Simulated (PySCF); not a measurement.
## Bond length, frequency and bond energy of MgBi⁺ by level of theory

State: ³Σ⁻ (triplet), unpaired electrons π ↑↑. Set-up: PySCF, scalar-relativistic core potentials, basis sets Mg def2-SVPD, Bi def2-SVPD with ECP60. De refers to Mg + Bi⁺ in their high-spin ground configurations, without counterpoise correction. The functionals are run spin-unrestricted. A positive dipole points towards Bi; it is taken about the centre of mass and depends on that origin.

```csv
Level,Re (Å),ωe (cm⁻¹),De (eV),μ (D),"CPU s a point (SCF and correlation, without the integrals)"
ROHF,2.875,218,n/a,-10.02,0.1
ROHF-MP2,2.841,235,n/a,n/a,0.21
ROHF-SCS-MP2,2.866,224,n/a,n/a,n/a
ROHF-CCSD,2.902,209,n/a,n/a,n/a
ROHF-CCSD(T),2.903,208,n/a,n/a,8.1
PBE,2.847,220,n/a,-8.77,0.46
revPBE,2.872,213,n/a,-8.85,0.34
r²SCAN,2.837,221,n/a,-9.22,0.63
M06-L,2.852,220,n/a,-8.53,0.64
B3LYP,2.849,218,n/a,-8.91,0.59
PBE0,2.835,223,n/a,-9.11,0.75
```

Question: What does a quarter of exact exchange do here, going from PBE to PBE0?

Answer: PBE0 less PBE: -1.2 pm in Re, +1.4 % in ωe. Exact exchange removes part of the self-interaction that spreads semilocal densities, and in most molecules shortens and stiffens the bond and lowers De; so it does here.

Question: What does the step from GGA to meta-GGA do here, going from PBE to r²SCAN?

Answer: r²SCAN less PBE: -1.0 pm in Re, +0.5 % in ωe. 

Correlated steps freeze 5 core orbitals. These are scalar-relativistic numbers at best; spin–orbit coupling would shift them, the dissociation energy most. UHF is strongly spin-contaminated for MgBi⁺, so the ROHF reference used there is far from stable. The state is the lowest determinant that a PBE0 search found; another state may lie lower at other levels.

The whole job (state search and all levels along the bond) took about 2.3 min on 1 thread of Oxide Virtual Turin-like (shared host), peak memory 0.62 GiB.
